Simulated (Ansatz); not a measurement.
Reaction (substitution at a C–C bond): `CCC(C)(CC)CC` + `[SH][SnH3]` → `CC[S][SnH3]` + `CCC(C)CC`

Program: Ansatz. Geometries: PBE0-D4/def2-TZVP. ΔE: electronic, gas phase. CBS: MP2 limit from def2 TZ/QZ plus the TZ coupled-cluster correction, frozen cores. def2 core potentials past Kr. For Sn outer-core shells are correlated without core-valence functions, which leaves a few kJ/mol of doubt a bond. Each species was taken in one conformer, which may not be the lowest.

```
       species  MP2/def2-TZVPP energy (Eh)
`CCC(C)(CC)CC`                  -314.97064
  `[SH][SnH3]`                  -613.74583
 `CC[S][SnH3]`                  -692.18684
    `CCC(C)CC`                  -236.52148
```

Question: Work out ΔE.

Answer: ΔE = (-692.18684) + (-236.52148) − (-314.97064) − (-613.74583) = 0.00815 Eh = +21.4 kJ/mol. CCSD(T)/CBS gives +15.9 kJ/mol.

Largest T1 diagnostic among the species: 0.012.

In def2-TZVPP, CCSD(T) changes the Hartree–Fock value by +19.9 kJ/mol (the triples alone add +1.5 kJ/mol) and MP2 by +20.8 kJ/mol. The D4 term adds +9.4 kJ/mol with B3LYP and +6.0 kJ/mol with PBE0; it sums over pairs of atoms, weighted by their polarisabilities, and B3LYP, whose exchange is more repulsive, gets the larger term.

B3LYP here is the variant with VWN-RPA as its local correlation; programs differ in this.
